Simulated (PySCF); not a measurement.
## MoS3, singlet: computed properties

All numbers come from PBE0 in PySCF with Mo def2-SVP with ECP28, S def2-SVP; scalar-relativistic core potentials, no spin–orbit coupling; density-fitted integrals.

The structure is a minimum.

```
Point group                                                                   : C3v
Bond lengths                                                                  : Mo–S 2.111 Å (×3)
Bond angles                                                                   : S–Mo–S 108.2° (×3)
Atomisation energy without zero-point energy                                  : 1187 kJ/mol
Zero-point energy                                                             : 13.4 kJ/mol
Heat capacity Cp at 298.15 K                                                  : 70.6 J/(mol K)
Dipole moment                                                                 : 3.40 D
Principal quadrupole moments (Buckingham, traceless) about the centre of mass : -4.51, -4.51, 9.02 D Å
Rotational symmetry number                                                    : 3
Highest occupied level                                                        : -6.94 eV
Principal polarisabilities                                                    : 48.9, 104.8, 104.8 bohr³
Entropy at 298.15 K and 1 bar                                                 : 318.0 J/(mol K)
Lowest empty level                                                            : -4.52 eV
Enthalpy at 298.15 K above 0 K                                                : 15.92 kJ/mol
Rotational constants                                                          : 0.07874, 0.07874, 0.04504 cm⁻¹
```

Harmonic modes (masses in u: Mo 97.905, S 31.972):
```csv
symmetry,ω (cm⁻¹),"IR (km/mol, summed over degenerate members)",μ (u)
a1,178,1.5,42.50
e,193,1.2,34.56
a1,554,0.7,34.96
e,563,145,40.81
```

In C3v the vibrations span 2a1 + 2e.

Charges (e):
```json
{"atom": "Mo1", "Mulliken": "0.21", "Löwdin": "-0.90", "polar tensor": "1.15", "Mayer order to Mo1": "–"}
{"atom": "S2,3,4", "Mulliken": "-0.07", "Löwdin": "0.30", "polar tensor": "-0.38", "Mayer order to Mo1": "2.18"}
```

Mulliken populations on Mo1 (electrons outside its core potential): s 2.38, p 6.63, d 4.74, f 0.04.

Outer orbital energies (eV). occupied: -10.30, -9.93, -9.79, -9.79, -8.91, -7.86, -7.86, -6.94; empty: -4.52, -3.32, -3.32, -1.67.

Formally Mo is in oxidation state +6, d0. A d0 centre has no lone pair, yet it is C3v rather than trigonal planar: covalent bonding through the d orbitals favours lower symmetry. The polar-tensor charge on Mo, 1.15, is far below the formal one.

This need not be the most stable arrangement of these atoms.

The final relaxation and frequency run took 27 s on 2 threads of a shared Arm Neoverse V1 host, with 85 basis functions and 8 gradients; the process peaked at 1 GiB.
